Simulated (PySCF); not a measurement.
## How far are cheaper levels from CCSD(T)/CBS for CsO?

PySCF; the state is a doublet (σ ↑). The composite is CCSD(T) extrapolated to the basis-set limit from two correlation-consistent sets, with core-valence (CV) and scalar-relativistic (SR) terms as its label shows; it has no spin–orbit coupling and nothing beyond (T). Here it is CCSD(T)/CBS(DT)+CV. It gives Re = 2.319 Å, ωe = 354 cm⁻¹ and De = 3.16 eV to Cs + O.

| level | basis | relativity | Re (Å) | ωe (cm⁻¹) | De (eV) |
| --- | --- | --- | --- | --- | --- |
| UHF-MP2 | x2c-TZVPPall | spin-free X2C | 2.272 | 358 | 3.07 |
| UHF-SCS-MP2 | x2c-TZVPPall | spin-free X2C | 2.304 | 356 | 3.02 |
| PBE | x2c-TZVPPall | spin-free X2C | 2.257 | 358 | 3.50 |
| BLYP | x2c-TZVPPall | spin-free X2C | 2.310 | 345 | 3.37 |
| r²SCAN | x2c-TZVPPall | spin-free X2C | 2.285 | 355 | 3.40 |
| TPSSh | x2c-TZVPPall | spin-free X2C | 2.273 | 367 | 3.29 |
| PBE0 | x2c-TZVPall | spin-free X2C | 2.278 | 366 | 3.12 |
| PBE0 | x2c-TZVPPall | spin-free X2C | 2.275 | 366 | 3.16 |
| B97-3 | x2c-TZVPPall | spin-free X2C | 2.308 | 343 | 3.26 |
| ωB97X-V | x2c-TZVPPall | spin-free X2C | 2.309 | 359 | 3.39 |

Give the difference of each row from the composite.



| level | basis | ΔRe (pm) | Δωe (%) | ΔDe (eV) |
| --- | --- | --- | --- | --- |
| UHF-MP2 | x2c-TZVPPall | -4.7 | +1.1 | -0.09 |
| UHF-SCS-MP2 | x2c-TZVPPall | -1.5 | +0.6 | -0.14 |
| PBE | x2c-TZVPPall | -6.2 | +1.1 | +0.34 |
| BLYP | x2c-TZVPPall | -0.9 | -2.5 | +0.21 |
| r²SCAN | x2c-TZVPPall | -3.4 | +0.3 | +0.24 |
| TPSSh | x2c-TZVPPall | -4.6 | +3.7 | +0.13 |
| PBE0 | x2c-TZVPall | -4.1 | +3.4 | -0.04 |
| PBE0 | x2c-TZVPPall | -4.4 | +3.4 | +0.00 |
| B97-3 | x2c-TZVPPall | -1.1 | -3.1 | +0.10 |
| ωB97X-V | x2c-TZVPPall | -1.0 | +1.4 | +0.23 |

Which rows come closest in De?

PBE0 in x2c-TZVPPall (+0.00 eV), counted from the composite.

Correlated steps freeze the inner cores (19 to 24 orbitals); shallow outer-core shells are correlated. Spin–orbit coupling is left out, which matters for elements this heavy, above all for dissociation energies. The state was picked by a PBE0 search and need not be the measured ground state.
